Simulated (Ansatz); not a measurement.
The dipole moment down a group: C to Ge

One atom is swapped for its congeners: C3H8O `CCOC`; C2H8OSi `CO[SiH2]C`; C2H8GeO `C[O][GeH2][CH3]`. All are singlets with charge 0.

Shapes, held fixed at every level: PBE0-D4/def2-TZVP. Flexible molecules stand in one conformer, not always the lowest. Programs: Ansatz 0.2.0. Values in D.

```json
{"level": "PBE-D4/def2-TZVPP", "C3H8O": "1.01", "C2H8OSi": "1.41", "C2H8GeO": "0.78"}
{"level": "r2SCAN-D4/def2-TZVPP", "C3H8O": "1.06", "C2H8OSi": "1.44", "C2H8GeO": "0.82"}
{"level": "B3LYP-D4/def2-TZVPP", "C3H8O": "1.12", "C2H8OSi": "1.44", "C2H8GeO": "0.86"}
{"level": "wB97M-V/def2-TZVPP", "C3H8O": "1.13", "C2H8OSi": "1.46", "C2H8GeO": "0.90"}
```

At wB97M-V/def2-TZVPP the dipole moment isn't monotonic: it is largest for Si and smallest for Ge (1.46 and 0.90 D). Every level shows the same order. Relativity is left out for Ge unless named. Magnitudes only: a dipole under 1 D may point either way.
